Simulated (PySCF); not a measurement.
## Dipole moment and polarisability of NbS(OSiH3)3

NbS(OSiH3)3 (singlet state).
Geometry (PBE0-D3(BJ)/def2-SVP, Å), atoms numbered from 1 in this order:
```
atom  x, y, z in Å
Nb1   -0.0253   -0.0179    0.2658
S2    -0.1024   -0.0796    2.4183
O3     1.6056   -0.7637   -0.2890
Si4    3.1178   -1.4518   -0.0668
H5     3.4282   -1.5029    1.3904
H6     4.1269   -0.6182   -0.7811
H7     3.1051   -2.8275   -0.6409
O8    -0.1452    1.7740   -0.2821
Si9   -0.2541    3.4354   -0.0904
H10   -0.4464    3.7539    1.3531
H11   -1.4126    3.9299   -0.8877
H12    1.0052    4.0555   -0.5931
O13   -1.4623   -1.0191   -0.4093
Si14  -2.8447   -1.9638   -0.3409
H15   -3.1828   -2.2411    1.0841
H16   -2.5833   -3.2385   -1.0683
H17   -3.9582   -1.2252   -1.0020
```

Level: wB97X-D/def2-SVPD (PySCF), static field, nuclei fixed, core orbitals frozen in the response. The polarisability tensor in these axes (au):

```
x   157.21   0.36   0.42
y     0.36 156.98   0.05
z     0.42   0.05 149.09
```

Q: Give the principal values, the mean and the anisotropy Δα = √{½[(α1 − α2)² + (α2 − α3)² + (α1 − α3)²]}.

A: Principal values 149.07, 156.72 and 157.48 au; mean 154.42 au = 22.88 Å³ = 25.46 × 10⁻⁴⁰ C²·m²/J; Δα = 8.06 au (5 % of the mean).

Q: What is the dipole moment, and where does it point?

A: (0.09, 0.09, -2.38) D, 2.38 D in size, pointing from the negative to the positive side. Measured along this direction, the outermost atoms are S2 at the negative end and H11 and H6 at the positive end.

Q: Sum over states: ᾱ = Σ f/ω², ω in Eh. What share falls to these 10 lowest TDDFT singlets (eV, f)? 4.07, 0.0000; 4.33, 0.0040; 4.33, 0.0040; 5.01, 0.0383; 5.14, 0.0000; 5.15, 0.0000; 5.48, 0.0146; 5.49, 0.0148; 5.53, 0.0001; 5.71, 0.0038.

A: They add up to 2.26 au, 1.5 % of the 154.42 au; the largest single term is 1.13 au, from the state at 5.01 eV. Terms in order: 0.00, 0.16, 0.16, 1.13, 0.00, 0.00, 0.36, 0.36, 0.00, 0.09 au. Higher excitations give the rest. The strengths listed sum to 0.080.

Q: Find the Langevin capture rate constant for H3+ (3.023 u) meeting this molecule (265.864 u), k = 2.342 × 10⁻⁹ cm³/s × √(α in Å³ / reduced mass in u).

A: The reduced mass is 2.99 u, so k = 6.48 × 10⁻⁹ cm³/s. The formula leaves out the permanent dipole, which adds to the capture rate.

Q: Along which axes do the principal values lie, and how far do the nuclei extend along each?

A: Largest value along (0.81, 0.58, 0.04), where the nuclei span 7.17 Å; middle along (-0.58, 0.81, -0.03), 8.13 Å; least along (-0.05, 0.00, 1.00), 3.41 Å. The strongest response doesn't lie along the longest of the three spans.

Q: What would n − 1 = 2πNα be for an ideal gas of these molecules at 400 K and 1 atm, electronic part alone?

A: N = p/kT = 1.8347 × 10¹⁹ cm⁻³, so n − 1 = 2π × N × 22.88 × 10⁻²⁴ cm³ = 2638 × 10⁻⁶ at long wavelengths, for an ideal gas.

Q: Estimate the molar refractivity from the static electronic polarisability.

A: Lorentz–Lorenz: R = (4π/3)N_A α = 2.5225 cm³/(mol·Å³) × 22.88 Å³ = 57.7 cm³/mol, in the limit of long wavelengths.

Geometry: PBE0-D3(BJ)/def2-SVP; no solvent, vibrations or thermal averaging. Atoms past krypton carry effective core potentials; spin–orbit coupling is left out.

The pairwise dispersion term of wB97X-D wasn't added to the energies; at a given geometry it leaves orbitals and properties as they are.
